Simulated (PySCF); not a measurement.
Molfile (atoms numbered from 1):
```
C6H12SSi2
     RDKit          3D

 21 21  0  0  0  0  0  0  0  0999 V2000
   -3.8724    0.6542   -0.6134 Si  0  0  0  0  0  4  0  0  0  0  0  0
   -2.4434   -0.5249   -0.2494 C   0  0  0  0  0  0  0  0  0  0  0  0
   -1.0670    0.1461   -0.3144 C   0  0  0  0  0  0  0  0  0  0  0  0
    0.3701   -1.0247    0.0381 Si  0  0  0  0  0  4  0  0  0  0  0  0
    2.0112   -0.1421   -0.0851 C   0  0  0  0  0  0  0  0  0  0  0  0
    2.8475    0.2393    0.9453 C   0  0  0  0  0  0  0  0  0  0  0  0
    3.9952    0.9575    0.5125 C   0  0  0  0  0  0  0  0  0  0  0  0
    4.0225    1.1211   -0.8489 C   0  0  0  0  0  0  0  0  0  0  0  0
    2.6603    0.3963   -1.5932 S   0  0  0  0  0  0  0  0  0  0  0  0
   -5.1886   -0.0541   -0.5423 H   0  0  0  0  0  0  0  0  0  0  0  0
   -3.8796    1.7764    0.3770 H   0  0  0  0  0  0  0  0  0  0  0  0
   -3.7176    1.2401   -1.9820 H   0  0  0  0  0  0  0  0  0  0  0  0
   -2.6151   -0.9717    0.7458 H   0  0  0  0  0  0  0  0  0  0  0  0
   -2.5045   -1.3630   -0.9663 H   0  0  0  0  0  0  0  0  0  0  0  0
   -0.8946    0.6005   -1.3064 H   0  0  0  0  0  0  0  0  0  0  0  0
   -0.9980    0.9793    0.4074 H   0  0  0  0  0  0  0  0  0  0  0  0
    0.2644   -1.5694    1.4273 H   0  0  0  0  0  0  0  0  0  0  0  0
    0.3187   -2.1620   -0.9340 H   0  0  0  0  0  0  0  0  0  0  0  0
    2.6396    0.0040    1.9911 H   0  0  0  0  0  0  0  0  0  0  0  0
    4.7707    1.3370    1.1794 H   0  0  0  0  0  0  0  0  0  0  0  0
    4.7790    1.6239   -1.4508 H   0  0  0  0  0  0  0  0  0  0  0  0
  1  2  1  0
  2  3  1  0
  3  4  1  0
  4  5  1  0
  5  6  2  0
  6  7  1  0
  7  8  2  0
  8  9  1  0
  9  5  1  0
  1 10  1  0
  1 11  1  0
  1 12  1  0
  2 13  1  0
  2 14  1  0
  3 15  1  0
  3 16  1  0
  4 17  1  0
  4 18  1  0
  6 19  1  0
  7 20  1  0
  8 21  1  0
M  END
```

Geometry: PBE0-D3(BJ)/def2-SVP; GIAO shifts from PySCF, gas phase, non-relativistic, averaged over equivalent atoms.

At PBE0/pcSseg-1 (234 basis functions, 97 s wall time on 1 thread of an Arm Neoverse N1, shared host):
```tsv
atoms	δ (ppm)
Si4	-36.9
Si1	-59.4
C6	142.6
C8	141.3
C5	139.3
C7	132.4
C3	12.4
C2	3.4
S9	252.4
H21	7.53
H19	7.44
H20	7.20
H17/H18	4.68
H10/H11/H12	3.91
H15/H16	0.73
H13/H14	0.65
```

Referencing at the same level of theory: ²⁹Si (σref 351.99), ¹³C (σref 184.41), ¹H (σref 31.27) vs TMS; CS2 for ³³S (σref 495.66).

**Question.** Predict the values at B3LYP/pcSseg-1 on the same geometry.

**Answer.** 
```json
{"atoms": "Si4", "δ at B3LYP/pcSseg-1": "-37.7", "change": "-0.8"}
{"atoms": "Si1", "δ at B3LYP/pcSseg-1": "-60.9", "change": "-1.5"}
{"atoms": "C6", "δ at B3LYP/pcSseg-1": "142.6", "change": "+0.0"}
{"atoms": "C8", "δ at B3LYP/pcSseg-1": "142.1", "change": "+0.8"}
{"atoms": "C5", "δ at B3LYP/pcSseg-1": "141.9", "change": "+2.6"}
{"atoms": "C7", "δ at B3LYP/pcSseg-1": "132.6", "change": "+0.2"}
{"atoms": "C3", "δ at B3LYP/pcSseg-1": "13.9", "change": "+1.5"}
{"atoms": "C2", "δ at B3LYP/pcSseg-1": "4.7", "change": "+1.3"}
{"atoms": "S9", "δ at B3LYP/pcSseg-1": "265.4", "change": "+13.0"}
{"atoms": "H21", "δ at B3LYP/pcSseg-1": "7.40", "change": "-0.13"}
{"atoms": "H19", "δ at B3LYP/pcSseg-1": "7.32", "change": "-0.12"}
{"atoms": "H20", "δ at B3LYP/pcSseg-1": "7.07", "change": "-0.13"}
{"atoms": "H17/H18", "δ at B3LYP/pcSseg-1": "4.57", "change": "-0.11"}
{"atoms": "H10/H11/H12", "δ at B3LYP/pcSseg-1": "3.83", "change": "-0.08"}
{"atoms": "H15/H16", "δ at B3LYP/pcSseg-1": "0.72", "change": "-0.01"}
{"atoms": "H13/H14", "δ at B3LYP/pcSseg-1": "0.65", "change": "+0.00"}
```

Shifts are taken against calculated references (same method and geometry level): TMS for ²⁹Si (337.86 ppm) and ¹³C (179.24 ppm) and ¹H (31.38 ppm); ³³S (485.41 ppm) vs CS2.

The largest change is at S9 (aromatic ring sulfur). Cost: 234 basis functions, 91 s wall time on 1 thread of an Arm Neoverse N1, shared host. The order of the carbon signals is the same at both levels.
